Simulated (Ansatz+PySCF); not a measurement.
**singlet CuNH₃(+): levels of theory in one basis**

```yaml
atoms:
  - { symbol: N, position_ang: [0.0000, 0.0000, -1.4161] }
  - { symbol: H, position_ang: [0.9449, 0.0000, -1.8120] }
  - { symbol: H, position_ang: [-0.4725, 0.8183, -1.8120] }
  - { symbol: H, position_ang: [-0.4725, -0.8183, -1.8120] }
  - { symbol: Cu, position_ang: [0.0000, 0.0000, 0.5293] }
```

Basis set: def2-SVP (spherical functions). Frozen core: 6 orbitals. Charge 1, multiplicity 1.

Computed with Ansatz (development build ahead of 0.2.0); each method stands on the lowest determinant of its kind that the runs found. NEVPT2 correlates all electrons. Active spaces start from the frontier orbitals, and the lowest solution found is given.

| method | E − E(RHF) (eV) | <S²> of the determinant |
| --- | --- | --- |
| RHF | 0.00 | 0.00 |
| RHF-MP2 | -14.98 | – |
| RHF-CCSD | -14.29 | – |
| RHF-CCSD(T) | -14.76 | – |
| CASSCF(2,2) | -0.25 | – |

**Question.** What does SC-NEVPT2(2,2) give on the same scale?

**Answer.** -15.22 eV. NEVPT2 here correlates all electrons, so it doesn't share the others' frozen core.

**Question.** Is a single determinant a sound starting point here?

**Answer.** By this sign, yes. Unrestricted orbitals gain 0.00 eV and <S²> is 0.00 against 0.00 for a pure state. The CASSCF(2,2) natural occupations are 1.99, 0.01.
